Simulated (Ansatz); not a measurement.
Reaction (ligand exchange at the Si–Se bond): `[SiH3]C[SiH2][SeH]` + HBr → `[SiH3]C[SiH2]Br` + H₂Se

Program: Ansatz. Geometries: PBE0-D4/def2-TZVP. ΔE: electronic, gas phase. CBS: MP2 limit from def2 TZ/QZ plus the TZ coupled-cluster correction, frozen cores. DFT in def2-TZVPP. For Br, Se outer-core shells are correlated without core-valence functions, which leaves a few kJ/mol of doubt a bond. Scalar relativity is left out up to krypton. Each species was taken in one conformer, which may not be the lowest.

```csv
level,ΔE (kcal/mol)
PBE0,-8.3
HF/CBS(def2),-11.3
```

Q: What does CCSD(T)/CBS give? (Estimate.)

A: Computed: -8.0 kcal/mol. The listed levels differ from it by -0.3, -3.3 kcal/mol.

Largest T1 diagnostic among the species: 0.010.

The D4 term adds +1.5 kcal/mol with B3LYP and +0.8 kcal/mol with PBE0; it sums over pairs of atoms, weighted by their polarisabilities, and B3LYP, whose exchange is more repulsive, gets the larger term. In def2-TZVPP, CCSD(T) changes the Hartree–Fock value by +3.3 kcal/mol (the triples alone add +0.5 kcal/mol) and MP2 by +3.3 kcal/mol.

B3LYP here is the variant with VWN-RPA as its local correlation; programs differ in this.
